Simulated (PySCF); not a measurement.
# Bond curve of InSn

Set-up: basis In def2-SVP with ECP28, Sn def2-SVP with ECP28; scalar-relativistic core potentials; PySCF 2.14. Energies in eV from In + Sn in their ground configurations at the same level. State: ⁴Σ⁻ (quartet), unpaired electrons σ ↑, π ↑↑.

All columns are PBE. A positive dipole means In(−)Sn(+).

```
R (Å)  E (eV)  μ (D)  Mulliken charge on In (basis-dependent)  HOMO (eV)  LUMO (eV)  Mayer bond order  ⟨S²⟩
2.455  -1.467  -0.53                                     0.02      -4.31      -3.53              1.67  3.75
2.570  -1.835  -0.73                                     0.04      -4.37      -3.40              1.60  3.75
2.684  -2.037  -0.94                                     0.07      -4.42      -3.28              1.53  3.75
2.769  -2.113  -1.12                                     0.08      -4.40      -3.25              1.49  3.75
2.855  -2.143  -1.30                                     0.10      -4.32      -3.26              1.44  3.75
2.941  -2.138  -1.49                                     0.12      -4.24      -3.27              1.40  3.75
3.055  -2.093  -1.74                                     0.13      -4.14      -3.27              1.36  3.75
3.198  -1.996  -2.05                                     0.15      -4.04      -3.25              1.31  3.75
3.369  -1.847  -2.41                                     0.17      -3.93      -3.22              1.26  3.75
3.597  -1.627  -2.87                                     0.18      -3.80      -3.17              1.21  3.75
```

A fit through these points gives, at Re = 2.882 Å, μ = -1.36 D and dμ/dR = -2.18 D/Å; the reduced mass is 58.67 u.

**Question.** How strong is the fundamental in the double-harmonic approximation, I = 42.26·(dμ/dR)²/μred km/mol?

**Answer.** I = 42.26·(-2.18)²/58.67 = 3.42 km/mol at PBE.

Spin–orbit coupling is left out, which matters for elements this heavy, above all for dissociation energies. The state was picked by a PBE0 search and need not be the measured ground state.
